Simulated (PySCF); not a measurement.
sulfur trioxide (O3S), singlet, at a GFN2-xTB geometry. Base run: M062X/def2-SVP in PySCF.

Here is a job for PySCF.
```python
from pyscf import gto, scf, dft

mol = gto.Mole()
mol.atom = '''
    O    -0.691787   -1.236790   -0.046012
    S    -0.000000    0.000000   -0.000000
    O    -0.725140    1.218401   -0.002092
    O     1.416927    0.018388    0.048104
'''
mol.basis = 'def2-svp'
mol.charge = 0
mol.spin = 0
mol.verbose = 4
mol.build()

mf = dft.RKS(mol)
mf.xc = 'm062x'
mf.kernel()
mf.analyze()
```

Variants of this job, named by their change:

```json
[
 {"change": "base", "ΔE vs base (mEh)": "0.000", "fitting functions": "-"},
 {"change": "auxbasis = def2-universal-jkfit", "ΔE vs base (mEh)": "0.198", "fitting functions": "359"},
 {"change": "auxbasis = default (with mf = mf.density_fit())", "ΔE vs base (mEh)": "0.198", "fitting functions": "359"},
 {"change": "auxbasis = cc-pvdz-jkfit", "ΔE vs base (mEh)": "0.742", "fitting functions": "322"},
 {"change": "auxbasis = even-tempered beta=2.0", "ΔE vs base (mEh)": "0.069", "fitting functions": "528"},
 {"change": "auxbasis = cc-pvtz-jkfit", "ΔE vs base (mEh)": "0.127", "fitting functions": "358"},
 {"change": "auxbasis = autoaux", "ΔE vs base (mEh)": "0.654", "fitting functions": "485"},
 {"change": "auxbasis = def2-svp-ri", "ΔE vs base (mEh)": "(withheld)", "fitting functions": "(withheld)"},
 {"change": "only_dfj = on; auxbasis = def2-universal-jfit", "ΔE vs base (mEh)": "(withheld)", "fitting functions": "198"},
 {"change": "auxbasis = def2-universal-jfit", "ΔE vs base (mEh)": "(withheld)", "fitting functions": "198"}
]
```

Q: What belongs in the gaps?

A: 
- auxbasis = def2-svp-ri, ΔE vs base (mEh): -146.0
- auxbasis = def2-svp-ri, fitting functions: 206
- only_dfj = on; auxbasis = def2-universal-jfit, ΔE vs base (mEh): -0.293
- auxbasis = def2-universal-jfit, ΔE vs base (mEh): 1112.2

A fitting set is made for a task (jfit for Coulomb, jkfit for Coulomb and exchange, ri for correlation) and for a family of orbital bases.
